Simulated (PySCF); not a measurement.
C3H7NSi, SMILES CC1=NC[SiH2]1. Atoms are numbered in the order given.

```xyz
12

C     -0.2318     2.1940     0.0000
C      0.0403     0.7272     0.0000
N      1.2286     0.2196     0.0000
C      1.0161    -1.2589     0.0000
Si    -0.8724    -0.9387     0.0000
H      0.7152     2.7552     0.0000
H     -0.8240     2.4802    -0.8854
H     -0.8240     2.4802     0.8854
H      1.4684    -1.7278     0.8892
H      1.4684    -1.7278    -0.8892
H     -1.6690    -1.3144     1.2084
H     -1.6690    -1.3144    -1.2084
```

Coordinates come from a B3LYP-D3(BJ)/def2-SVP optimisation. This is a generated structure with no PubChem entry under its InChIKey; it may be hypothetical.

These are PySCF with KT2/pcSseg-1 values and carry that method's errors.

GIAO shieldings, no solvent; atoms alike by connectivity are averaged. δ = σ(ref) − σ: ¹³C against TMS (σ = 185.1 ppm); ¹⁵N against NH3 (σ = 266.2 ppm); ²⁹Si against TMS (σ = 361.9 ppm); ¹H against TMS (σ = 31.47 ppm), references at their B3LYP-D3(BJ)/def2-TZVP geometries, non-relativistic.

```json
[
 {"atoms": "C2", "nucleus": "¹³C", "count": "1", "δ (ppm)": "184.4"},
 {"atoms": "C4", "nucleus": "¹³C", "count": "1", "δ (ppm)": "42.7"},
 {"atoms": "C1", "nucleus": "¹³C", "count": "1", "δ (ppm)": "[?]"},
 {"atoms": "N3", "nucleus": "¹⁵N", "count": "1", "δ (ppm)": "476.5"},
 {"atoms": "Si5", "nucleus": "²⁹Si", "count": "1", "δ (ppm)": "[?]"},
 {"atoms": "H11, H12", "nucleus": "¹H", "count": "2", "δ (ppm)": "[?]"},
 {"atoms": "H9, H10", "nucleus": "¹H", "count": "2", "δ (ppm)": "3.70"},
 {"atoms": "H6, H7, H8", "nucleus": "¹H", "count": "3", "δ (ppm)": "[?]"}
]
```

**Question.** Some entries are withheld; supply them. (The exact figures need the calculation; the answer reports its results.)

**Answer.** 
- H6, H7, H8, δ (ppm): 2.33
- H11, H12, δ (ppm): 6.66
- Si5, δ (ppm): -7.3
- C1, δ (ppm): 30.3
